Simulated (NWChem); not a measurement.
System: C2H3NO2Si; SMILES O=C1C=N[SiH2]O1

Input file for NWChem:

```
start job
memory heap 200 mb stack 900 mb global 1100 mb
geometry units angstroms noautoz
  O     -0.213527     2.311254     0.000000
  C     -0.069504     1.127381     0.000000
  C      1.269224     0.391941     0.000000
  N      1.274514    -0.878852     0.000000
  Si    -0.433632    -1.362382     0.000000
  O     -1.073677     0.224210     0.000000
  H      2.184172     1.006548     0.000000
  H     -0.823897    -2.085592     1.233012
  H     -0.823897    -2.085592    -1.233012
end
basis spherical
  * library def2-svp
end
dft
  xc xpbe96 cpbe96
  iterations 150
  mulliken
end
task dft energy
```

Coordinates come from a PBE0/def2-SVP optimisation.

Q: Give the results of this calculation. (PBE/def2-SVP.) Quantities: energy (Ha); highest occupied level (eV); orbital gap (eV); dipole (D).

A: 
```json
{
 "energy (Ha)": "-571.98",
 "highest occupied level (eV)": "-6.14",
 "orbital gap (eV)": "2.85",
 "dipole (D)": "2.43"
}
```
